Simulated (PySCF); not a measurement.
Working out the excitation energy of He

He 1s2 (1S) → He 1s1 2s1 (3S). Calculation: PySCF 2.14, in dyall-acv3z; the non-relativistic Hamiltonian (point nucleus). Frozen: nothing; the 4 highest virtual orbitals dropped. Energies in hartree (1 hartree = 27.21139 eV):

```json
{"part": "UHF", "He (lower)": "-2.861661", "He (upper)": "-2.170990"}
{"part": "CCSD correlation", "He (lower)": "-0.039933", "He (upper)": "-0.000943"}
{"part": "(T)", "He (lower)": "0.000000", "He (upper)": "0.000000"}
```

What does Hartree-Fock give?

(-2.170990) − (-2.861661) = 0.690671 hartree = 18.794 eV.

What do CCSD and CCSD(T) give?

The CCSD correlation energies differ by 0.038990 hartree = 1.061 eV and the triples by 0.000000 hartree = 0.000 eV, so CCSD gives 19.855 eV and CCSD(T) 19.855 eV.

Measured between the centres of the two terms (NIST): 19.820 eV, so CCSD(T) (valence) is off by 0.035 eV.

What remains against the reference includes basis incompleteness and higher excitations.
